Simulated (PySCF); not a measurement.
Isomers of H4B2Si. Isolated molecules, 0 K electronic values unless said otherwise. One relaxed conformer stands for each flexible species; it need not be the lowest. Strings in code marks are SMILES.

Method: PySCF with PBE-D3(BJ)/def2-TZVP // B3LYP-D3(BJ)/def2-TZVP. 

| species | HOMO (eV) | LUMO (eV) |
|---|---|---|
| `B1B[SiH2]1` | -6.14 | [?] |
| `B(=[SiH2])B` | -5.57 | -3.44 |
| `[H]/B=[SiH]\B` | -5.55 | -3.84 |

Question: Some entries are withheld; supply them.

Answer: 
- `B1B[SiH2]1`, LUMO (eV): -2.77
